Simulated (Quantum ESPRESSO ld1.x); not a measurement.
Species: Bi54+. Configuration: [Ar] 3d10 4s1. All-electron calculation, scalar-relativistic Kohn-Sham, LDA (Slater exchange, VWN5 correlation), spin-polarised, spherical densities, point nucleus; open shells are filled with parallel spins first. Program: ld1.x of Quantum ESPRESSO 7.5.

Normalised radial functions P(r) = r R(r), r in bohr:

r	3d up
0.0008807	0.0000
0.001138	0.0001
0.001458	0.0002
0.001883	0.0004
0.002413	0.0007
0.003092	0.0013
0.003994	0.0027
0.005119	0.0052
0.006612	0.0102
0.008473	0.0195
0.01095	0.0377
0.01403	0.0706
0.01812	0.1320
0.02322	0.2360
0.02999	0.4151
0.03843	0.6865
0.04965	1.0890
0.06362	1.5862
0.08153	2.1164
0.1053	2.5407
0.135	2.6394
0.1743	2.2950
0.2234	1.6122
0.2886	0.8408
0.3698	0.3134
0.4777	0.0702
0.6121	0.0091
0.7907	0.0005
1.013	0.0000
1.309	0.0000
1.677	0.0000

3d up: eigenvalue -5488.5 eV, 0 radial nodes, <r> = 0.153 bohr, 90 % of the charge inside 0.235 bohr.
